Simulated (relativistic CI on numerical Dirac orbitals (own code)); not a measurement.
One change at a time: Rb32+

Base calculation: Dirac-Coulomb-Breit CI, orbitals from a KLI potential per configuration, model QED (radiative potential, 1s self-energy scaled to tabulated hydrogen-like ionisation energies), unscaled Slater integrals.

CI space (outside the closed core 1s2): 2s2 2p, 2s 2p2, 2p3, 2p2 3s, 2p2 3p, 2p2 3d, 2s2 3s, 2s2 3p, 2s2 3d, 2s 2p 3s, 2s 2p 3p, 2s 2p 3d, 2s2 4s, 2s2 4p, 2s2 4d, 2s2 4f. Levels of other configurations are missing.

The lowest level and the first level of each name with at least 55 % of one term (blank where a level has no safe partner in the second run):

| Level | Base (eV) | Shift (eV) |
| --- | --- | --- |
| 2s2 2p 2P°_1/2 | 0.00 | 0.00 |
| 2s2 2p 2P°_3/2 | 68.77 | 0.00 |
| 2s 2p2 4P_1/2 | 90.29 | +0.33 |
| 2s 2p2 4P_3/2 | 135.35 | +0.33 |
| 2s 2p2 4P_5/2 | 154.09 | +0.33 |
| 2s 2p2 2D_3/2 | 189.76 | +0.33 |
| 2s 2p2 2P_1/2 | 198.53 | +0.33 |
| 2s 2p2 2D_5/2 | 224.94 | +0.33 |
| 2s 2p2 2S_1/2 | 271.72 | +0.33 |
| 2s 2p2 2P_3/2 | 273.25 | +0.33 |
| 2p3 2D°_5/2 | 362.49 | +0.49 |
| 2p3 2P°_1/2 | 388.50 | +0.49 |
| 2p3 2P°_3/2 | 441.94 | +0.49 |
| 2s2 3s 2S_1/2 | 2230.96 | +0.94 |
| 2s2 3p 2P°_1/2 | 2265.76 | +1.16 |
| 2s2 3p 2P°_3/2 | 2285.01 | +1.16 |
| 2s 2p 3s 4P°_1/2 | 2299.10 | +1.17 |
| 2s 2p 3s 4P°_3/2 | 2310.39 | +1.17 |
| 2s2 3d 2D_3/2 | 2315.88 | +0.79 |
| 2s2 3d 2D_5/2 | 2321.87 | +0.78 |
| 2s 2p 3s 2P°_1/2 | 2321.88 | +1.17 |
| 2s 2p 3p 4D_1/2 | 2328.92 | +1.38 |

At this charge energies of transitions that change n are usually good to better than 1 %, and those within a shell (Δn = 0) to a few per cent.

**Question.** One thing was changed in a second run, which moved the levels as shown. Which?
A. P86 correlation estimate
B. one mean potential for all configurations
C. QED terms removed
D. Breit term removed
E. configuration mixing switched off

**Answer.** A. P86 correlation estimate. A correlation estimate moves all levels of a configuration together before mixing; mixed levels move by a weighted share.

LS names give the leading component of a level, which can be under half, so a name can repeat, a term be missing and a line seem to break the LS rules.
